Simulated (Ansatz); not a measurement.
Compare A (`c1ccc(-c2ccccc2)cc1`) with its isomer B (`c1cc2c3c(cccc3c1)CC2`).

Computed with Ansatz on PBE0-D4/def2-TZVP structures; ΔE is electronic, products minus reactants. CCSD(T)/CBS is the MP2 limit (def2-TZVPP, def2-QZVPP) plus CCSD(T) − MP2 in def2-TZVPP, frozen cores. Functionals use def2-TZVPP. Each species was taken in one conformer, which may not be the lowest.

A:

```xyz
22

C     2.9149   -1.2152   -1.5909
C     1.7569   -1.9786   -1.5758
C     0.6155   -1.5019   -0.9529
C     0.6075   -0.2532   -0.3316
C    -0.6075    0.2533    0.3316
C    -1.8694    0.0260   -0.2173
C    -3.0115    0.5021    0.4052
C    -2.9149    1.2151    1.5909
C    -1.6661    1.4479    2.1477
C    -0.5248    0.9721    1.5239
C     1.7787    0.5039   -0.3538
C     2.9205    0.0286   -0.9771
H     3.8084   -1.5877   -2.0785
H     1.7444   -2.9559   -2.0450
H    -0.2777   -2.1157   -0.9242
H    -1.9521   -0.5089   -1.1567
H    -3.9821    0.3222   -0.0430
H    -3.8083    1.5876    2.0786
H    -1.5801    1.9967    3.0789
H     0.4454    1.1371    1.9789
H     1.7844    1.4876    0.1018
H     3.8178    0.6370   -0.9908
```

B:

```xyz
22

C    -2.1407    1.5792   -0.6720
C    -0.8280    2.0099   -0.9745
C     0.2237    1.2053   -0.6295
C    -0.0419   -0.0146    0.0102
C     1.1276   -0.7321    0.3024
C     1.0170   -1.9437    0.9288
C    -0.2723   -2.4241    1.2561
C    -1.4169   -1.7205    0.9688
C    -1.3333   -0.4668    0.3227
C    -2.3993    0.3843   -0.0451
C     2.3155    0.0594   -0.1790
C     1.7137    1.3514   -0.7962
H    -2.9721    2.2191   -0.9468
H    -0.6779    2.9627   -1.4705
H     1.8893   -2.5385    1.1773
H    -0.3566   -3.3847    1.7525
H    -2.3868   -2.1255    1.2371
H    -3.4217    0.0917    0.1688
H     2.8939   -0.5049   -0.9155
H     2.9989    0.2878    0.6432
H     1.9860    1.4576   -1.8497
H     2.0819    2.2471   -0.2888
```

(1) Which isomer does CCSD(T)/CBS put lower? Give the gap. (An estimate is asked.)

(2) Give E(B) − E(A) in kcal/mol with r2SCAN-D4, BLYP-D4, PBE-D4, LDA (SPW92), CCSD/def2-TZVPP, B2PLYP, CCSD(T)/def2-TZVPP. (An estimate is asked.)

Largest T1 diagnostic: 0.011.

## Answers

(1) The calculation gave: B, by 5.7 kcal/mol.

(2) Computed: r2SCAN-D4 -6.6, BLYP-D4 -2.0, PBE-D4 -7.9, LDA (SPW92) -12.8, CCSD/def2-TZVPP -6.0, B2PLYP -3.6, CCSD(T)/def2-TZVPP -6.0. None reverses the order clearly.

From BLYP to BHLYP (50 % exact exchange), in def2-TZVPP and without D4, E(B) − E(A) moves by −4.0 kcal/mol. The D4 term adds −1.8 kcal/mol with B3LYP and −1.0 kcal/mol with PBE0; it sums over pairs of atoms, weighted by their polarisabilities, and B3LYP, whose exchange is more repulsive, gets the larger term.

B3LYP here is the variant with VWN-RPA as its local correlation; programs differ in this.
